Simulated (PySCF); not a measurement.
## Energy of Ar²⁺ (argon, charge +2) between two integer charges

The 3p beta orbital of [Ne] 3s2 3p4 is emptied in steps (occupation f), with all orbitals relaxed, ending at [Ne] 3s2 3p3. Computed with PySCF 2.14 in aug-cc-pV(T+d)Z (6s5p4d2f, 55 functions), with no relativity, point nucleus. The exact energy is a straight line in f; departures are measured from the line between the end points of the same method.

```
  f  UHF (eV)  LDA (eV)  PBE (eV)  PBE0 (eV)  r2SCAN (eV)  LC-wPBE (eV)  BHandHLYP (eV)  wB97X (eV)  TPSS (eV)  B3LYP (eV)
  1     0.000     0.000     0.000      0.000        0.000         0.000           0.000       0.000      0.000       0.000
0.8     0.163    -1.080    -1.048     -0.751       -0.967        -0.274          -0.472      -0.341     -1.012      -0.829
0.6     0.240    -1.620    -1.566     -1.121       -1.436        -0.404          -0.710      -0.509     -1.510      -1.243
0.4     0.235    -1.618    -1.558     -1.113       -1.419        -0.395          -0.713      -0.506     -1.498      -1.242
0.2     0.154    -1.076    -1.030     -0.735       -0.931        -0.255          -0.478      -0.337     -0.988      -0.827
  0     0.000     0.000     0.000      0.000        0.000         0.000           0.000       0.000      0.000       0.000
```

```
   method  E(f=0) − E(f=1) (eV)  −ε at f=1 (eV)  −ε at f=0.4 (eV)
      UHF                39.400          40.436            39.183
      LDA                40.840          34.095            42.203
      PBE                40.730          34.164            42.080
     PBE0                40.731          36.019            41.704
   r2SCAN                40.701          34.603            41.980
  LC-wPBE                40.912          39.176            41.294
BHandHLYP                40.676          37.736            41.251
    wB97X                40.748          38.606            41.179
     TPSS                40.808          34.457            42.125
    B3LYP                40.875          35.693            41.917
```

Orbital energy along the path (eV):

| f | UHF | LDA | PBE | PBE0 | r2SCAN | LC-wPBE | BHandHLYP | wB97X | TPSS | B3LYP |
| --- | --- | --- | --- | --- | --- | --- | --- | --- | --- | --- |
| 1 | -40.436 | -34.095 | -34.164 | -36.019 | -34.603 | -39.176 | -37.736 | -38.606 | -34.457 | -35.693 |
| 0.8 | -39.995 | -36.788 | -36.814 | -37.930 | -37.119 | -39.904 | -38.900 | -39.477 | -37.035 | -37.766 |
| 0.6 | -39.578 | -39.495 | -39.460 | -39.830 | -39.583 | -40.616 | -40.071 | -40.339 | -39.599 | -39.842 |
| 0.4 | -39.183 | -42.203 | -42.080 | -41.704 | -41.980 | -41.294 | -41.251 | -41.179 | -42.125 | -41.917 |
| 0.2 | -38.808 | -44.892 | -44.642 | -43.529 | -44.273 | -41.915 | -42.451 | -42.005 | -44.575 | -43.983 |
| 0 | -38.451 | -47.537 | -47.092 | -45.265 | -46.447 | -42.437 | -43.693 | -42.880 | -46.900 | -46.034 |

Reference removal energy between the ground levels: 40.735 ± 0.012 eV (semi-empirical (NIST evaluation); NIST Atomic Spectra Database, ionization energies). The calculation has no spin-orbit coupling. UHF lacks correlation.
